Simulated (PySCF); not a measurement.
**Electron correlation in Si⁺ (silicon, charge +1)**

[Ne] 3s2 3p1, 2P determinant. Calculation: PySCF 2.14, in cc-pVTZ-DK; the spin-free X2C one-electron Hamiltonian (Gaussian nucleus). Frozen: [Ne]; 3 electrons correlated.

MP2 pair energies summed by pair of shells (mhartree):

| pair | energy | share (%) |
| --- | --- | --- |
| 3s-3s | -22.85 | 55.3 |
| 3s-3p | -18.44 | 44.7 |

Total MP2 correlation energy: -41.30 mhartree.

Same-spin part -2.74 and opposite-spin part -38.56 mhartree; SCS-MP2 scales them by 1/3 and 6/5 to -47.19 mhartree.

```json
{"level": "CCSD", "correlation energy (mhartree)": "-58.36"}
{"level": "(T)", "correlation energy (mhartree)": "-1.07"}
{"level": "CCSD(T)", "correlation energy (mhartree)": "-59.43"}
```

Diagnostics: T1 = 0.014, D1 = 0.0314, largest double amplitude 0.105.

Cost of the coupled-cluster step: 0.28 s of wall time on 1 thread of Neoverse-V1 (shared host), for 3 correlated electrons.

Iterations:

```
CC2 = 0
CCSD nocc = (np.int64(2), np.int64(1)), nmo = (29, 29)
frozen orbitals [[0, 1, 2, 3, 4], [0, 1, 2, 3, 4]]
max_cycle = 100
direct = 0
conv_tol = 1e-08
conv_tol_normt = 1e-06
diis_space = 8
diis_start_cycle = 0
Init t2, MP2 energy = -0.0412982430211332
Init E_corr(UCCSD) = -0.0412982430318334
cycle = 1  E_corr(UCCSD) = -0.0518734464714808  dE = -0.0105752034  norm(t1,t2) = 0.0544717
cycle = 2  E_corr(UCCSD) = -0.0555344958635444  dE = -0.00366104939  norm(t1,t2) = 0.0240841
cycle = 3  E_corr(UCCSD) = -0.0583511381702779  dE = -0.00281664231  norm(t1,t2) = 0.0116823
cycle = 4  E_corr(UCCSD) = -0.0583364056041385  dE = 1.47325661e-05  norm(t1,t2) = 0.0015583
cycle = 5  E_corr(UCCSD) = -0.0583622103542368  dE = -2.58047501e-05  norm(t1,t2) = 0.000210136
cycle = 6  E_corr(UCCSD) = -0.0583540977543427  dE = 8.11259989e-06  norm(t1,t2) = 4.10355e-05
cycle = 7  E_corr(UCCSD) = -0.0583575986650282  dE = -3.50091069e-06  norm(t1,t2) = 1.30959e-05
cycle = 8  E_corr(UCCSD) = -0.0583566798761259  dE = 9.18788902e-07  norm(t1,t2) = 3.99115e-06
cycle = 9  E_corr(UCCSD) = -0.0583566507826243  dE = 2.90935016e-08  norm(t1,t2) = 4.23838e-07
cycle = 10  E_corr(UCCSD) = -0.0583566754432731  dE = -2.46606487e-08  norm(t1,t2) = 1.36657e-07
cycle = 11  E_corr(UCCSD) = -0.0583566764137135  dE = -9.70440422e-10  norm(t1,t2) = 2.39366e-08
UCCSD converged
E(UCCSD) = -289.2369509159674  E_corr = -0.05835667641371348
UCCSD(T) correction = -0.00107448817911177
```
